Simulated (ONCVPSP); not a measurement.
**Before and after: ONCV potential for Cd**

| Item | Value |
| --- | --- |
| Element | Cd (Z = 48) |
| Generator | ONCVPSP 4.0.1 |
| Type | optimised norm-conserving Vanderbilt (ONCV) |
| Functional | LDA (Perdew-Wang 92) |
| Relativity | scalar-relativistic |
| Frozen core | [Ar] 3d10 |
| Valence charge | 20 |
| Reference configuration | 4s2 4p6 4d10 5s2 |
| Partial waves | 4s+5s: rc 1.25 bohr, ncon 4, nbas 9, qcut 7.8 1/bohr, 2 projectors; 4p: rc 1.50 bohr, ncon 4, nbas 7, qcut 7.8 1/bohr, 2 projectors, debl 0.6 Ha; 4d: rc 1.05 bohr, ncon 4, nbas 7, qcut 9.2 1/bohr, 2 projectors, debl 2.8 Ha |
| Local potential | polynomial inside 1.05 bohr (lpopt 5, dvloc0 1 Ha) |
| Core correction | none |

In the p channel the program set the typed energies aside and used -2.462, 0.250 Ha.

Change: core [Kr], valence charge 12; reference 4d10 5s2; waves now 5s: rc 2.40 bohr, ncon 5, nbas 9, qcut 3.2 1/bohr, 1 projector; p scattering state at 0.03 Ha: rc 2.60 bohr, ncon 5, nbas 8, qcut 2.9 1/bohr, 3 projectors, debl 1 Ha; 4d: rc 1.60 bohr, ncon 4, nbas 8, qcut 8.8 1/bohr, 3 projectors, debl 1.4 Ha; local potential polynomial inside 1.55 bohr (lpopt 5, dvloc0 2 Ha). In the p channel the program set the typed energies aside and used 0.050, 1.050, 2.050 Ha.

Cutoffs: the cutoffs (Ha) at which the residual kinetic energy of the hardest occupied pseudo-wave falls to 1 and 0.1 mHa per electron; they do not see the model core or the augmentation charge, which bear on the density cutoff. Errors are all-electron minus pseudo energies relative to the spin-unpolarised reference configuration.

Task: What does the change do?

Result: The potential gets softer (39 Ha and 97 Ha → 30 Ha and 35 Ha); a bound ghost appears in p, s, which as a rule spoils a file; the number of tests with a reliable result goes from 4 to 0. The shells moved into the core no longer need plane waves of their own. Several settings change at once here, so the effects cannot be laid on one of them.

| quantity | base | changed |
| --- | --- | --- |
| cutoff, loose | 39 Ha | 30 Ha |
| cutoff, tight | 97 Ha | 35 Ha |
| bound ghosts | none | s, p |
| GHOST(+) flags under 300 eV | s at 286.9 eV | p at 236.8 eV |
| tests with a reliable result | 4 of 4 | 0 of 4 |

 A true bound ghost makes a file unfit for plane-wave use even where its test errors are small: the radial tests pick states by their node count and pass the ghost by.
